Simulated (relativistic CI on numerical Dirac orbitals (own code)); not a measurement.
## From line strength to rate: Ba 5535.48 Å (air)

Problem. For 6s2 1S_0 – 6s.6p 1P°_1 of Ba a semi-empirical relativistic CI calculation gives the line strength S = 38.34 e²a₀² in the length gauge. The measured levels are 0.00 and 18060.26 cm⁻¹ (NIST Handbook). Find gf, f, A and the partial lifetime.

Working.
1. σ = 18060.26 − 0.00 = 18060.26 cm⁻¹, so the vacuum wavelength is 10⁸/σ = 5537.02 Å.
2. gf = 303.756 S/λ(Å) = 2.104, log gf = 0.323; with g = 1 for the lower level, f = 2.1.
3. A = 2.02613 × 10¹⁸ S/(g_u λ³) with g_u = 3: A = 1.53 × 10^8 s⁻¹.
4. The partial lifetime for this S is 1/A = 6.56 ns; in the calculation this line carries 100 % of the decay of the upper level.

Check. The Handbook lists A = 1.19 × 10^8 s⁻¹, a tabulated value with its own uncertainty (a few per cent for the best lines, 25 % or more for others); ours lies 28 % above it. The velocity form of the same calculation gives S = 31.5, and the gap between the two forms is a rough gauge of the error in S. With the computed energy (16743 cm⁻¹) in place of the measured one the rate would change by the factor (σ_calc/σ)³ = 0.80.
